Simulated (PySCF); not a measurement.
Simulated Cl 2p region for `[NH3]->[Cu][Cl]` (Cu(NH3)Cl), binding energy against the vacuum level.

Every computed line was given a Gaussian of 0.7 eV full width at half maximum and an area set by the number of equivalent atoms (split 2:1 within a doublet); the highest printed point is 100. Level of theory: delta-SCF UKS SCAN, pcX-2 on the ionised atom (unc-x2c-TZVPall on a metal), pcseg-1 elsewhere, spin-free X2C (PySCF 2.14.0).

```tsv
binding energy (eV)	intensity
202.5	0
202.6	1
202.7	2
202.8	5
202.9	11
203.0	20
203.1	35
203.2	54
203.3	74
203.4	91
203.5	100
203.6	98
203.7	85
203.8	67
203.9	46
204.0	29
204.1	16
204.2	8
204.3	4
204.4	3
204.5	4
204.6	7
204.7	13
204.8	22
204.9	32
205.0	41
205.1	48
205.2	50
205.3	47
205.4	39
205.5	29
205.6	19
205.7	11
205.8	6
205.9	3
206.0	1
206.1	0
206.2	0
```

Count the maxima, the lines and the sites behind this envelope.

The curve has 2 maxima (at 203.5 and 205.2 eV). Under it lie 2 lines from 1 inequivalent chlorine site, drawn as a 2p3/2, 2p1/2 pair.

Decompose the envelope and assign each component. Bonds: Cu1–N2, Cu1–Cl6. Hydrogens: H3, H4, H5 on N2.

| position (eV) | relative area | line | atoms | environment |
| --- | --- | --- | --- | --- |
| 203.53 | 0.67 | Cl 2p3/2 | Cl6 | chlorine bonded to Cu |
| 205.19 | 0.33 | Cl 2p1/2 | Cl6 | chlorine bonded to Cu |

What are the centre and the root-mean-square width of the whole band?

The area-weighted mean of the lines is 204.08 eV. Their own spread about it is 0.78 eV (rms) and each Gaussian has σ = 0.7/2.355 = 0.30 eV; the variances add, which gives 0.83 eV.

The curve has no shake-up lines and no vibrational structure. The 2p values aren't plain energy differences: one relaxed spin-free 2p hole is combined with a matrix within the shell (ground-state 2p orbital-energy differences and spin–orbit coupling). 2p3/2, the mean of its two sublevels, lies a third of the splitting below the shell's mean and 2p1/2 two thirds above it; the statistical areas are 2:1. 2p1/2 minus 2p3/2 (ligand field included): Cl 1.65 eV. Geometry: PBE0-D3(BJ)/def2-SVP; no solvent, vibrations or thermal averaging. Metal 2p energies of this one-determinant scheme are less reliable than its 1s energies.

On Arm Neoverse V1, one thread, no GPU (shared host), this took 14 s.
